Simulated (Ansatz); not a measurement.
Gas-phase electronic energies from Ansatz, PBE0-D4/def2-TZVP geometries. CCSD(T)/CBS is the MP2 limit (def2-TZVPP, def2-QZVPP) plus CCSD(T) − MP2 in def2-TZVPP, frozen cores. Functionals use def2-TZVPP. B3LYP here is the variant with VWN-RPA as its local correlation; programs differ in this. HSE06 is defined as in plane-wave codes. def2 core potentials past Kr. For Br, In, Ti outer-core shells are correlated without core-valence functions, which leaves a few kJ/mol of doubt a bond. Scalar relativity is left out up to krypton. One conformer a species, not always the lowest.

Reaction (redistribution): `[F][Ti]([F])([F])[Br]` + `[OH][InH2]` → `[OH][Ti]([F])([F])[F]` + `[Br][InH2]`

```
             level  ΔE (kJ/mol)  difference from CCSD(T)/CBS
           BLYP-D4        -80.9                          7.7
           PBE0-D4        -94.1                         -5.5
          B3LYP-D4        -91.2                         -2.6
        r2SCANh-D4        -90.7                         -2.1
        r2SCAN0-D4        -97.0                         -8.4
           ωB97M-V        -96.3                         -7.7
          PBE-QIDH        -94.2                         -5.6
           r2SCAN0        -97.3                         -8.7
             HSE06        -94.8                         -6.2
             BHLYP       -105.6                        -17.0
     HF/def2-TZVPP       -122.4                        -33.8
   CCSD/def2-TZVPP        -98.6                        -10.0
     HF/def2-QZVPP       -120.0                        -31.4
SCS-MP2/def2-QZVPP        -88.1                          0.5
     MP2/CBS(def2)        -84.5                          4.1
    CCSD/CBS(def2)        -97.6                         -9.0
       CCSD(T)/CBS        -88.6                            0
```

Largest T1 diagnostic among the species: 0.023, so the coupled-cluster value is less sure than usual.

From BLYP to BHLYP (50 % exact exchange), in def2-TZVPP and without D4, ΔE moves by −22.8 kJ/mol. In def2-TZVPP, CCSD(T) changes the Hartree–Fock value by +32.8 kJ/mol (the triples alone add +9.0 kJ/mol) and MP2 by +36.8 kJ/mol.
